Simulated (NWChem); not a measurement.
**Atomisation of CBrF₂**

```
C
F 1 1.3163
F 1 1.3163 2 110.57
Br 1 1.9205 2 114.06 3 -130.12
```
Charge 0, spin multiplicity 2.

All runs are NWChem calculations. Structure: optimised with UB3LYP/def2-SVP, a minimum by its harmonic frequencies.

Basis set: def2-TZVP. The atomisation energy is electronic alone: no zero-point, thermal, spin-orbit or counterpoise terms. No value is extrapolated to the basis-set limit. Free atoms are single determinants with multiplicities F 2, C 3, Br 2. Correlated methods freeze the same cores in atoms and molecule, 12 orbitals in all.

```json
[
 {"method": "BLYP", "atomisation energy (kcal/mol)": "301.5", "relative cost": "under 3"},
 {"method": "PBE", "atomisation energy (kcal/mol)": "322.4", "relative cost": "under 3"},
 {"method": "HF", "atomisation energy (kcal/mol)": "181.5", "relative cost": "3"},
 {"method": "BHandHLYP", "atomisation energy (kcal/mol)": "269.4", "relative cost": "under 3"},
 {"method": "MP2", "atomisation energy (kcal/mol)": "303.7", "relative cost": "5"},
 {"method": "B3LYP", "atomisation energy (kcal/mol)": "293.2", "relative cost": "1"},
 {"method": "PBE0", "atomisation energy (kcal/mol)": "302.6", "relative cost": "under 3"},
 {"method": "TPSS", "atomisation energy (kcal/mol)": "304.2", "relative cost": "under 3"}
]
```

The values span 140.9 kcal/mol, from HF (lowest) to PBE (highest). The cost column gives rough processor time relative to B3LYP; each entry includes its own SCF. Costs are the molecule's.

The Hamiltonian is non-relativistic. B3LYP has NWChem's definition, with VWN1-RPA local correlation. The structure started from a generated list of species. The unpaired electrons of the parent sit in orbitals of symmetry a' (Cs labels of the run); other states weren't searched. The stability of the SCF solutions was not checked. Open-shell Hartree-Fock references start from PBE0 orbitals; any time given for them includes that run.
